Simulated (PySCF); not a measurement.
Computed properties of SbI2, SMILES [I][Sb+][I]

SbI₂, SMILES [I][Sb+][I] (connectivity only; charge and spin as stated), charge +1, multiplicity 1. Coordinates come from a PBE0-D3(BJ)/def2-SVP optimisation. The spin state was assumed, not searched. The isomer is the one that the SMILES or the coordinates give; other isomers of the formula were not compared. The def2 effective core potentials stand for the cores of I, Sb; spin–orbit coupling is left out. Other conformers were not sampled. All values are computed for the isolated molecule unless a solvent is named; none is compared with measurement here.

**Structure.** The optimised structure has C2v symmetry. All 3 harmonic modes at PBE0-D3(BJ)/def2-SVP (PySCF) are real, so it is a minimum. With heavy atoms numbered as in [Sb+:1]([I:2])[I:3], the shortest bond between them is Sb1–I2 at 2.631 Å and the longest Sb1–I3 at 2.631 Å.

**Vibrations.** The strongest infrared lines (harmonic, unscaled, degenerate partners summed) lie at 238 cm⁻¹ (37 km/mol, Sb 56 %, I 44 %), 230 cm⁻¹ (8 km/mol, I 53 %, Sb 47 %), 72 cm⁻¹ (1 km/mol, I 79 %, Sb 21 %). The softest mode is at 72 cm⁻¹ and the zero-point energy is 0.8 kcal/mol.

**Electronic structure.** M06-2X/def2-TZVPD (PySCF) places the frontier levels at -13.77 and -8.63 eV, a gap of 5.14 eV and a mean polarisability of 103.5 bohr³.

**Excitations.** TDDFT-ωB97X/def2-SVPD (PySCF) has S1 at 2.23 eV (557 nm, f = 0.000, dark); the most intense of the 10 singlets computed lies at 2.99 eV (f = 0.06). T1 (TDA) is at 1.80 eV.
